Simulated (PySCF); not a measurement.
# ZnBr and its ions

M06-2X; Zn def2-TZVPPD, Br def2-TZVPPD; no relativity (PySCF 2.14). Neutral (UKS): doublet (σ ↑), Re = 2.337 Å, ωe = 272 cm⁻¹, De = 1.95 eV, HOMO -7.39 eV, LUMO -4.43 eV.

ZnBr⁻ (UKS): singlet (closed shell), Re = 2.739 Å, ωe = 120 cm⁻¹, De = 0.57 eV to Zn + Br⁻. The energies at the minima are -4353.59324 hartree for ZnBr and -4353.66897 for ZnBr⁻.

Task: Work out the adiabatic electron affinity, without and with harmonic zero-point energies (1 hartree = 27.2114 eV, 1 eV = 8065.5 cm⁻¹), and the change of the bond length.

Result: At M06-2X: 0.07573 hartree = 2.061 eV between the minima; the zero-point term (272.0 − 120.0)/2 cm⁻¹ = +0.009 eV makes it 2.070 eV. Re changes by +40.2 pm against the neutral. The electron enters a σ orbital, and the ion is left as a loose complex of an ion and an atom.

For an ion De counts to the pair picked by the measured ionisation energies or electron affinities, which need not be the lowest pair at this level. States were picked by a PBE0 search and need not be the measured ground states.
